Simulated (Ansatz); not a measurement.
Geometry optimisation, Ansatz, RKS PBE0-D4/STO-3G.

Input file:

```yaml
crystal:
  periodic: [false, false, false]
  atoms:
    - { symbol: "N", position_ang: [-0.3922, -0.0088, 1.8789] }
    - { symbol: C, position_ang: [0.1206, 0.255, 0.5266] }
    - { symbol: Si, position_ang: [1.4253, -1.0719, 0.1341] }
    - { symbol: O, position_ang: [-0.9177, 0.3098, -0.3993] }
    - { symbol: C, position_ang: [-0.9838, 1.0421, -1.5328] }
    - { symbol: O, position_ang: [-2.1642, 0.9622, -2.1477] }
    - { symbol: S, position_ang: [0.2424, 1.9797, -2.1395] }
    - { symbol: H, position_ang: [-0.8878, -0.8421, 1.8776] }
    - { symbol: H, position_ang: [0.3049, 0.0097, 2.607] }
    - { symbol: H, position_ang: [0.6217, 1.235, 0.5838] }
    - { symbol: H, position_ang: [2.0584, -0.8806, -1.1714] }
    - { symbol: H, position_ang: [0.8541, -2.4165, 0.225] }
    - { symbol: H, position_ang: [2.4687, -0.9947, 1.1766] }
    - { symbol: H, position_ang: [-2.7635, 0.3917, -1.5901] }
basis:
  gaussian: { orbitals: STO-3G }
hamiltonian:
  xc: pbe0
  dispersion: d4
relax:
  f_tol: 0.02
  max_steps: 40
scf:
  lower_state_search: "off"
output:
  orbitals: {}
```

Launched with:

```bash
$ ansatz run input.yaml --threads 1 --pin off --max-ram 2048MiB --backend cpu --events-out ev --progress --plain --runs-dir out
```

Problem. Where does it end, and by what steps?

Solution. It converged. Limits of this set-up: minimal basis. After 19 steps the energy has fallen by 1.199 eV; S7 moved furthest, 1.41 Å.

```json
{"step": "0", "energy less start (eV)": "0.0000", "largest force component (eV/Å)": "5.577", "accepted": "yes"}
{"step": "1", "energy less start (eV)": "-0.8530", "largest force component (eV/Å)": "2.555", "accepted": "yes"}
{"step": "2", "energy less start (eV)": "-1.0283", "largest force component (eV/Å)": "1.747", "accepted": "yes"}
{"step": "3", "energy less start (eV)": "-1.0851", "largest force component (eV/Å)": "0.993", "accepted": "yes"}
{"step": "4", "energy less start (eV)": "-1.1270", "largest force component (eV/Å)": "0.259", "accepted": "yes"}
{"step": "5", "energy less start (eV)": "-1.1381", "largest force component (eV/Å)": "0.418", "accepted": "yes"}
{"step": "6", "energy less start (eV)": "-1.1496", "largest force component (eV/Å)": "0.223", "accepted": "yes"}
{"step": "7", "energy less start (eV)": "-1.1587", "largest force component (eV/Å)": "0.418", "accepted": "yes"}
{"step": "8", "energy less start (eV)": "-1.1662", "largest force component (eV/Å)": "0.598", "accepted": "yes"}
{"step": "9", "energy less start (eV)": "-1.1711", "largest force component (eV/Å)": "0.509", "accepted": "yes"}
{"step": "10", "energy less start (eV)": "-1.1847", "largest force component (eV/Å)": "0.195", "accepted": "yes"}
{"step": "11", "energy less start (eV)": "-1.1837", "largest force component (eV/Å)": "0.584", "accepted": "no"}
{"step": "12", "energy less start (eV)": "-1.1909", "largest force component (eV/Å)": "0.074", "accepted": "yes"}
{"step": "13", "energy less start (eV)": "-1.1945", "largest force component (eV/Å)": "0.120", "accepted": "yes"}
{"step": "14", "energy less start (eV)": "-1.1960", "largest force component (eV/Å)": "0.071", "accepted": "yes"}
{"step": "15", "energy less start (eV)": "-1.1979", "largest force component (eV/Å)": "0.082", "accepted": "yes"}
{"step": "16", "energy less start (eV)": "-1.1981", "largest force component (eV/Å)": "0.092", "accepted": "yes"}
{"step": "17", "energy less start (eV)": "-1.1982", "largest force component (eV/Å)": "0.108", "accepted": "yes"}
{"step": "18", "energy less start (eV)": "-1.1986", "largest force component (eV/Å)": "0.030", "accepted": "yes"}
{"step": "19", "energy less start (eV)": "-1.1987", "largest force component (eV/Å)": "0.006", "accepted": "yes"}
```

```xyz
14
Properties=species:S:1:pos:R:3
N -0.476 0.232 1.697
C 0.236 0.116 0.377
Si 1.424 -1.351 0.136
O -0.802 0.024 -0.670
C -1.085 1.279 -1.265
O -2.155 1.048 -2.134
S -0.332 2.692 -1.064
H -0.600 -0.743 2.080
H 0.220 0.666 2.359
H 0.736 1.101 0.208
H 1.956 -1.344 -1.205
H 0.710 -2.581 0.383
H 2.499 -1.226 1.091
H -2.345 0.056 -1.965
```

Run time: 80 s on 1 thread of Arm Neoverse V1 (shared host), peak memory 0.17 GiB.
